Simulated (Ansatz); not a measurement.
Input for Ansatz (a quantum-chemistry and plane-wave program): R-B3LYP/def2-TZVPP on H3NSTe (SMILES N[Te]S), a point of a torsion scan. Elements past Kr take the def2 small-core potentials; no spin–orbit coupling.

Ansatz 0.2 input:
```yaml
crystal:
  periodic: [false, false, false]
  atoms:
    - {symbol: N, position_ang: [-1.42902551, -0.00122192, 0.22792484]}
    - {symbol: Te, position_ang: [0.06574347, -1.05645992, 1.08462528]}
    - {symbol: S, position_ang: [1.88395025, -0.34981310, -0.37410753]}
    - {symbol: H, position_ang: [-1.27945133, 0.99794545, 0.27130508]}
    - {symbol: H, position_ang: [-1.59143270, -0.25122633, -0.73886853]}
    - {symbol: H, position_ang: [2.56910322, -1.47473721, -0.25983889]}
basis:
  gaussian:
    orbitals: def2-TZVPP
hamiltonian:
  xc: {name: B3LYP}
scf: {lower_state_search: off}
```

It printed:

```
WARN ansatz: RAYON_NUM_THREADS=1 ignored (pool sized by the plan → 1); use --threads N
Functional definition: B3LYP
these checks for a lower state are left out or cut short: stability, starts, cluster_reference, orbital_swaps, neighbouring_geometries, increment
integrals: 0.08 GiB planned
1051 factors; their error is unknown
mean field: 0.69 GiB planned
mean field evaluation 1: about -19663.9403 eV, gradient 6.3e1 eV
mean field evaluation 2: about -19617.3480 eV, gradient 1.3e2 eV
mean field evaluation 4: about -19671.2833 eV, gradient 1.3e1 eV
mean field evaluation 8: about -19671.7086 eV, gradient 6.8e-2 eV
mean field evaluation 16: about -19671.8089 eV, gradient 1.6e-4 eV
mean field -19671.80894917 eV, -722.9256448511 hartree, gradient 2.6e-6 eV, S^2 0.000000; 0 other end points of the search recorded, 0 dependent functions left out
reference -19671.80917048 eV, -722.9256529840 hartree; 25, 25 occupied and 140, 140 virtual orbitals, 1051 factors
Total energy: -19671.80917048 eV, -722.9256529840 hartree
Checks for a lower state left out: stability, starts, cluster_reference, orbital_swaps, neighbouring_geometries, increment
```

The run converged.

Cost: around 4 core-seconds (rough).
